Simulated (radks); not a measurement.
Results of a calculation; reference values are marked as such.
Numerical settings for the gold ion Au2+, [Xe] 4f14 5d9. Level of theory: scalar-relativistic Kohn-Sham, SCAN, spin-unpolarised, spherical densities, finite nucleus; meta-GGA in the generalised Kohn-Sham scheme; Fermi nuclear charge, rms radius 5.4371 fm (a radial shooting solver on a logarithmic mesh with Libxc functionals). The defaults (mesh step 0.008 in ln r, mesh end at 40 bohr or more with all orbitals vanishing there, Anderson mixing 0.5 over 9 steps, residual threshold near 1e-9 with the energy settled to 1e-9 hartree or 1e-11 of itself, here a cap of 97 iterations) give E = -19009.365 hartree and 5d at -27.520 eV in 12 iterations. Run on one thread of a shared host, so times are rough (Intel(R) Xeon(R) 6975P-C): 0.1 s of CPU time, 0.1 s wall, 12 iterations on 2254 mesh points. One setting is changed at a time: mesh step in ln r 0.2; mesh step in ln r 0.08; mesh step in ln r 0.003; mesh end (bohr) 1; mesh end (bohr) 3; residual threshold 1e-13; residual threshold 0.001; mixing 0.05; linear mixing, mixing 0.2; linear mixing, mixing 0.5; mixing history 2; iteration cap 2. Which runs fail to converge, and which converge to a wrong energy?

Answer. Not converged within the cap: mesh step in ln r 0.2; mesh step in ln r 0.08; iteration cap 2. Settled on a wrong energy, with an occupied level pushed above zero by the early mesh end: mesh end (bohr) 1 (+238 hartree). Apart from these: settings that end as converged yet miss the energy by more than 1 mhartree: mesh end (bohr) 3 (+0.574 hartree).
